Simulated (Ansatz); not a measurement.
(ClSi)4CH26 adamantane (C₆H₁₂Cl₄Si₄), relaxed as a singlet with RKS PBE-D4/def2-SVP in Ansatz, starting from the GFN2-xTB geometry. Force threshold 0.03 eV/Å.

Start:

```
atom   x (Å)   y (Å)   z (Å)
 Si1  -1.508  -0.739   0.937
 Cl2  -3.104  -1.520   1.931
  C3  -1.426  -1.430  -0.833
 Si4   0.059  -0.715  -1.784
 Cl5   0.122  -1.474  -3.673
  C6   1.652  -1.154  -0.842
 Si7   1.620  -0.458   0.929
 Cl8   3.337  -0.944   1.912
  C9   0.111  -1.182   1.834
 C10   1.425   1.431   0.833
Si11  -0.171   1.914  -0.082
Cl12  -0.353   3.940  -0.171
 C13  -1.650   1.156   0.844
 C14  -0.113   1.178  -1.835
 H15  -1.360  -2.516  -0.804
 H16  -2.349  -1.201  -1.363
 H17   2.517  -0.764  -1.377
 H18   1.781  -2.234  -0.813
 H19   0.208  -2.264   1.907
 H20   0.080  -0.814   2.857
 H21   2.287   1.867   0.331
 H22   1.418   1.854   1.837
 H23  -1.710   1.572   1.848
 H24  -2.579   1.434   0.350
 H25  -1.013   1.454  -2.382
 H26   0.718   1.610  -2.391
```

```csv
step,energy (eV),largest force component (eV/Å),SCF passes
1,-87954.3896,1.388,19
2,-87954.6403,0.298,18
3,-87954.6517,0.047,19
4,-87954.6519,0.010,13
```

Force components are those of the run's own axes.

End:

```xyz
26

Si   -1.4871   -0.7297    0.9251
Cl   -3.1308   -1.5361    1.9477
C    -1.4190   -1.4238   -0.8293
Si    0.0576   -0.7050   -1.7606
Cl    0.1215   -1.4845   -3.7063
C     1.6442   -1.1494   -0.8389
Si    1.5988   -0.4533    0.9154
Cl    3.3660   -0.9542    1.9274
C     0.1110   -1.1748    1.8264
C     1.4188    1.4240    0.8293
Si   -0.1693    1.8881   -0.0800
Cl   -0.3565    3.9749   -0.1688
C    -1.6438    1.1497    0.8392
C    -0.1111    1.1742   -1.8268
H    -1.3386   -2.5313   -0.7931
H    -2.3592   -1.1787   -1.3680
H     2.5226   -0.7414   -1.3833
H     1.7622   -2.2535   -0.8030
H     0.2101   -2.2793    1.8935
H     0.0791   -0.7827    2.8655
H     2.2948    1.8625    0.3052
H     1.4023    1.8482    1.8560
H    -1.6961    1.5704    1.8662
H    -2.5872    1.4256    0.3213
H    -1.0360    1.4500   -2.3771
H     0.7461    1.6100   -2.3832
```

By distances, no bond broke or formed. The bond that changes most is Si4–Cl5, from 2.04 to 2.10 Å (atoms count from 1).

No frequencies were taken in this run, so the end may be a saddle point.

It took 22 s on 4 threads of AMD EPYC 7R43 on a shared host, peak host memory 0.78 GiB.
